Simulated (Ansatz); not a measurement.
Species: CrO₃, net charge 0, singlet state. SMILES: [O]=[Cr](=[O])=[O]
Geometry: optimised at B3LYP-D3(BJ)/def2-TZVP (Ansatz, a quantum-chemistry and plane-wave program).

Quantity: atomisation energy (electronic, to ground-state atoms), in kJ/mol. Correlated levels leave the core frozen unless marked. UHF or UKS for open shells. No spin-orbit coupling. The frozen core is the preceding noble-gas configuration, with the filled d and f shells of earlier blocks. No relativistic terms. The coupled-cluster limit lacks core correlation, which all-electron functionals hold. Basis-set limits of correlation are two-point, X^-3; Hartree-Fock from the larger set. [CCSD(T)-MP2]/basis is that difference in the basis named. The program attaches cautions to a run behind CCSD/def2-SVP: large difference.

The Hartree-Fock reference is unstable (checked in the largest basis), which strains HF and MP2. The T1 diagnostic of CCSD in the largest basis is 0.051, which is high, so the coupled-cluster rows are less sure than usual.

```csv
level,program,atomisation energy (kJ/mol)
PBE/def2-TZVPD,Ansatz,1640.0
revPBE/def2-TZVPD,Ansatz,1539.0
B3LYP/def2-TZVPD,Ansatz,?
PBE0/STO-3G,Ansatz,2359.0
PBE0/def2-SVP,Ansatz,1224.1
PBE0-D3(BJ)/def2-TZVP,Ansatz + dftd3,?
r2SCAN0/def2-TZVPD,Ansatz,?
B2GP-PLYP/def2-TZVPD,Ansatz,1498.5
B2PLYP-D4/def2-TZVPD,Ansatz + dftd4,?
PBE-QIDH/def2-TZVPD,Ansatz,1329.0
SCS-MP2/def2-SVPD,Ansatz,1578.5
CCSD/def2-SVP,Ansatz,939.6
CCSD/def2-SVPD,Ansatz,991.2
"RI-MP2/CBS(def2-TZVPPD,def2-QZVPPD)+[CCSD(T)-MP2]/def2-TZVPPD",Ansatz,1376.9
```

Question: Some entries are withheld; supply them.

Answer: 
- B3LYP/def2-TZVPD, atomisation energy (kJ/mol): 1326.7
- PBE0-D3(BJ)/def2-TZVP, atomisation energy (kJ/mol): 1238.3
- r2SCAN0/def2-TZVPD, atomisation energy (kJ/mol): 1091.2
- B2PLYP-D4/def2-TZVPD, atomisation energy (kJ/mol): 1553.7
